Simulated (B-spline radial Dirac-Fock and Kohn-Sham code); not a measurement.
**Diagram lines of Nd²⁹⁺**

System: neodymium as Nd²⁹⁺, configuration [Ar] 3d10 4s2 4p1.

The computed values come from a B-spline atomic structure program: Dirac-Fock energy differences between relaxed states, corrected for Breit and QED terms. A line energy is the difference of two single-hole energies; the list is a selection of electric-dipole transitions between resolved j subshells. Correlation and solid-state effects are left out.

```csv
line,energy (keV),wavelength (Å)
K-M3,42.354,0.29273
K-M2,42.245,0.29349
K-L3,37.381,0.33168
K-L2,36.865,0.33632
L2-N1,6.6189,1.8732
L3-N1,6.1031,2.0315
L1-M3,5.8944,2.1034
L1-M2,5.7858,2.1429
L2-M4,5.7785,2.1456
L3-M5,5.2858,2.3456
L3-M4,5.2627,2.3559
L2-M1,5.2075,2.3809
```
